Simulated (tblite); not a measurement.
Compound: H11NOSi4.
Numbering: `[NH2:1][SiH2:2][Si@@H:3]([OH:4])[SiH2:5][SiH3:6]` (hydrogens: H7, H8 on N1; H9, H10 on Si2; H11 on Si3; H12 on O4; H13, H14 on Si5; H15, H16, H17 on Si6)

Computed with GFN2-xTB (tblite), gas phase: L-BFGS steps from a force-field or distance-geometry start until the largest atomic force falls under 0.01 eV/Å.

Step 65: E = -531.7610 eV
```
atom  x, y, z in Å  |  force x, y, z in eV/Å
N1      3.2817   -0.6064   -0.9270   -0.002  -0.015   0.009
Si2     2.5720   -0.1388    0.5786   -0.012   0.000   0.017
Si3     0.3113   -0.5130    0.3092   -0.003   0.025   0.010
O4     -0.0730   -1.0233    1.8234    0.001  -0.004   0.020
Si5    -1.2196    1.1366   -0.2930    0.000   0.015  -0.046
Si6    -3.4532    0.5582   -0.0271   -0.007   0.019   0.000
H7      4.2560   -0.4023   -1.0778    0.014   0.019  -0.017
H8      3.0793   -1.5248   -1.2876   -0.005   0.000  -0.028
H9      3.1878   -0.8074    1.7463   -0.017   0.018  -0.015
H10     2.9451    1.2792    0.6898   -0.019  -0.012   0.012
H11     0.0277   -1.6579   -0.5977    0.004  -0.024   0.011
H12    -0.9471   -1.3154    2.0643   -0.012  -0.010   0.005
H13    -0.9951    1.5428   -1.6914   -0.002  -0.004  -0.007
H14    -0.9726    2.3894    0.4479   -0.005  -0.007   0.022
H15    -3.8657   -0.4727   -0.9860    0.002  -0.010  -0.006
H16    -4.4699    1.6115   -0.1311    0.058   0.002  -0.005
H17    -3.6718   -0.0432    1.2980    0.005  -0.012   0.019
```

Step 66: E = -531.7616 eV
```
atom  x, y, z in Å  |  force x, y, z in eV/Å
N1      3.2819   -0.6038   -0.9276   -0.012  -0.014   0.007
Si2     2.5698   -0.1395    0.5778    0.000   0.003   0.028
Si3     0.3095   -0.5188    0.3096    0.006   0.054   0.023
O4     -0.0747   -1.0253    1.8252   -0.010  -0.004   0.020
Si5    -1.2183    1.1343   -0.2952    0.011   0.012  -0.058
Si6    -3.4527    0.5587   -0.0267   -0.012   0.042  -0.007
H7      4.2560   -0.3991   -1.0786    0.015   0.020  -0.014
H8      3.0781   -1.5198   -1.2936   -0.003   0.002  -0.024
H9      3.1906   -0.8045    1.7459   -0.024   0.017  -0.024
H10     2.9393    1.2798    0.6923   -0.023  -0.018   0.006
H11     0.0289   -1.6657   -0.5924   -0.005  -0.042  -0.007
H12    -0.9496   -1.3146    2.0679    0.000  -0.007   0.000
H13    -0.9911    1.5426   -1.6944   -0.009  -0.014   0.022
H14    -0.9669    2.3848    0.4487   -0.008  -0.010   0.017
H15    -3.8664   -0.4702   -0.9869    0.001  -0.017  -0.006
H16    -4.4681    1.6144   -0.1318    0.067  -0.008  -0.003
H17    -3.6733   -0.0412    1.2986    0.007  -0.014   0.018
```

Step 67: E = -531.7625 eV
```
atom  x, y, z in Å  |  force x, y, z in eV/Å
N1      3.2820   -0.5967   -0.9303   -0.020  -0.010   0.008
Si2     2.5662   -0.1397    0.5762    0.017   0.005   0.033
Si3     0.3068   -0.5286    0.3123    0.016   0.074   0.036
O4     -0.0763   -1.0300    1.8301   -0.018   0.001   0.019
Si5    -1.2168    1.1279   -0.2986    0.023   0.005  -0.056
Si6    -3.4533    0.5613   -0.0267   -0.011   0.054  -0.015
H7      4.2559   -0.3903   -1.0807    0.006   0.020  -0.008
H8      3.0777   -1.5098   -1.3036   -0.002   0.006  -0.018
H9      3.1955   -0.8016    1.7415   -0.029   0.009  -0.024
H10     2.9284    1.2813    0.6986   -0.026  -0.023  -0.004
H11     0.0322   -1.6805   -0.5821   -0.016  -0.057  -0.025
H12    -0.9513   -1.3161    2.0771    0.014  -0.003  -0.009
H13    -0.9846    1.5350   -1.6988   -0.016  -0.019   0.048
H14    -0.9576    2.3752    0.4492   -0.012  -0.014   0.006
H15    -3.8702   -0.4634   -0.9895   -0.002  -0.023  -0.003
H16    -4.4613    1.6240   -0.1352    0.066  -0.011   0.000
H17    -3.6801   -0.0359    1.2989    0.010  -0.013   0.011
```

Step 68: E = -531.7635 eV
```
atom  x, y, z in Å  |  force x, y, z in eV/Å
N1      3.2817   -0.5859   -0.9348   -0.022  -0.003   0.011
Si2     2.5625   -0.1391    0.5738    0.028   0.002   0.027
Si3     0.3041   -0.5397    0.3177    0.019   0.061   0.035
O4     -0.0767   -1.0363    1.8379   -0.015   0.011   0.016
Si5    -1.2155    1.1174   -0.3019    0.030  -0.006  -0.032
Si6    -3.4556    0.5668   -0.0275   -0.001   0.042  -0.019
H7      4.2556   -0.3765   -1.0841   -0.012   0.019  -0.001
H8      3.0792   -1.4966   -1.3149   -0.002   0.013  -0.012
H9      3.2013   -0.8004    1.7331   -0.025  -0.004  -0.009
H10     2.9151    1.2834    0.7083   -0.025  -0.021  -0.017
H11     0.0375   -1.6996   -0.5687   -0.024  -0.052  -0.028
H12    -0.9506   -1.3216    2.0907    0.021   0.000  -0.020
H13    -0.9777    1.5187   -1.7028   -0.018  -0.015   0.053
H14    -0.9474    2.3618    0.4487   -0.015  -0.014  -0.008
H15    -3.8780   -0.4528   -0.9936   -0.004  -0.024   0.004
H16    -4.4501    1.6403   -0.1416    0.052  -0.003   0.004
H17    -3.6925   -0.0277    1.2983    0.015  -0.007  -0.004
```

**Question.** Estimate the geometry and energy of step 69. (The exact step hangs on the optimiser's Hessian estimate; all steps are aligned on step 68, rigid shifts and turns removed.)

**Answer.** E = -531.7641 eV, largest force 0.037 eV/Å
```
atom  x, y, z in Å  |  force x, y, z in eV/Å
N1      3.2813   -0.5769   -0.9388   -0.016   0.004   0.012
Si2     2.5609   -0.1381    0.5720    0.023  -0.004   0.015
Si3     0.3031   -0.5464    0.3231    0.016   0.020   0.019
O4     -0.0756   -1.0409    1.8448   -0.004   0.020   0.012
Si5    -1.2150    1.1080   -0.3034    0.026  -0.014   0.000
Si6    -3.4582    0.5723   -0.0288    0.011   0.013  -0.018
H7      4.2550   -0.3648   -1.0871   -0.026   0.019   0.003
H8      3.0818   -1.4871   -1.3220   -0.005   0.015  -0.009
H9      3.2051   -0.8016    1.7250   -0.015  -0.016   0.013
H10     2.9062    1.2847    0.7161   -0.020  -0.011  -0.025
H11     0.0417   -1.7130   -0.5592   -0.023  -0.026  -0.013
H12    -0.9476   -1.3280    2.1014    0.018   0.001  -0.026
H13    -0.9740    1.5021   -1.7042   -0.014  -0.004   0.033
H14    -0.9417    2.3514    0.4471   -0.015  -0.009  -0.015
H15    -3.8858   -0.4439   -0.9969   -0.005  -0.021   0.010
H16    -4.4402    1.6548   -0.1476    0.031   0.013   0.005
H17    -3.7040   -0.0205    1.2969    0.018   0.001  -0.017
```

The energy changes by -0.0006 eV. The first-order estimate −F·Δx gives -0.0009 eV and the mean of the old and new forces, exact on a quadratic surface, -0.0006 eV. The step makes an angle of 84° with the force vector and moves no atom by more than 0.019 Å.

The cost below is that of the whole relaxation. Hardware: one thread of an Arm Neoverse N1, no GPU, shared host with 64 logical CPUs at a one-minute load of 56. Cost: 2.5 s.
